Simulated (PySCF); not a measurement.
Predicted microwave data (PySCF 2.14.0, PBE0-D3(BJ)/def2-SVP geometry optimisation, gas phase) for one isomer of C8H7F3:

* Rotational constants: A = 2259, B = 488.8, C = 440.2 MHz
* Dipole components: |μa| = 1.45 D, |μb| = 0.97 D, |μc| = 1.17 D
* Inertial defect: -109.60 u·Å²
* κ: -0.95

**Question.** Which candidate fits, each taken in the one conformer that was computed?
A. 4-methylbenzotrifluoride, `Cc1ccc(C(F)(F)F)cc1`
B. `FC(F)(F)[C@]12C[C@H]3[C@@H]4[C@H]3[C@H]1[C@@H]42`
C. `[CH:1]#[C:2][C:3](=[CH2:4])/[CH:5]=[CH:6]/[CH2:7][C:8]([F:9])([F:10])[F:11]` with C2–C3–C5–C6 1°, C5–C6–C7–C8 123°
D. `CC=C=C=C=C(C)C(F)(F)F`

**Answer.** C. It is C#CC(=C)/C=C/CC(F)(F)F, a near-prolate asymmetric top, point group C1. The candidates at the same level (rigid rotor, commonest isotopes):

```tsv
SMILES	A (MHz)	B (MHz)	C (MHz)	μa (D)	μb (D)	μc (D)	Δ (u·Å²)	point group	rotor
C#CC(=C)/C=C/CC(F)(F)F	2259	488.8	440.2	1.45	0.97	1.17	-109.60	C1	near-prolate asymmetric top
CC=C=C=C=C(C)C(F)(F)F	2491	410.7	385.6	2.87	1.46	0.16	-123.05	C1	near-prolate asymmetric top
FC(F)(F)[C@]12C[C@H]3[C@@H]4[C@H]3[C@H]1[C@@H]42	2497	913.4	851.9	2.56	0.00	0.00	-162.38	Cs	near-prolate asymmetric top
Cc1ccc(C(F)(F)F)cc1	2816	628.3	565.9	3.17	0.02	0.11	-90.70	C1	near-prolate asymmetric top
```

`FC(F)(F)[C@]12C[C@H]3[C@@H]4[C@H]3[C@H]1[C@@H]42` has C 94 % too high; `Cc1ccc(C(F)(F)F)cc1` has C 29 % too high; `CC=C=C=C=C(C)C(F)(F)F` has B 16 % too low. No structure here is proved a minimum.
